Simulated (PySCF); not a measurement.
**FeO(OH) at several levels of theory**

All levels use the PBE0 minimum (sextet; Fe–O 1.625 Å, Fe–O 1.786 Å, O–H 0.958 Å; Fe–O–H 135.8°, O–Fe–O 167.5°), basis [Fe def2-SVP, O def2-SVP, H def2-SVP], no relativity, density fitting, no spin–orbit coupling, PySCF. For vertical energies the ionised species is a quintet (spins chosen at PBE0 and kept) and the electron-attached one a quintet. Atomisation goes to high-spin ground-configuration atoms, without zero-point energy. Open shells are unrestricted, also as the reference of the correlated levels. A dash marks a value that was not computed or is not defined at that level.

```tsv
level	atomisation (kJ/mol)	vertical IP (eV)	vertical EA (eV)	−ε(HOMO) (eV)	dipole (D)
PBE0	1178	9.96	0.97	7.54	2.28
HF	?	?	?	?	?
MP2	–	10.45	0.51	–	–
PBE	?	?	?	?	?
B3LYP	1190	9.98	1.13	7.13	2.23
r2SCAN	–	9.83	0.80	5.98	2.37
TPSSh	1232	9.77	0.81	6.37	2.26
CAM-B3LYP	1189	10.07	1.20	8.98	2.18
HSE06	–	9.95	0.99	7.13	2.27
```

(1) Fill in the row of PBE.

(2) Fill in the row of HF.

Results:

(1) atomisation (kJ/mol) 1367, vertical IP (eV) 9.56, vertical EA (eV) 0.94, −ε(HOMO) (eV) 5.36, dipole (D) 2.26.

(2) atomisation (kJ/mol) 486, vertical IP (eV) 8.00, vertical EA (eV) 0.35, −ε(HOMO) (eV) 10.03, dipole (D) 3.53.

Spin contamination in at least one species weakens the values at: PBE0, HF, MP2, B3LYP, r2SCAN, TPSSh, CAM-B3LYP, HSE06.

Without diffuse functions attachment energies tend to come out too low.

Open d and f shells are described by one determinant, and the ground state may have another occupation or spin.
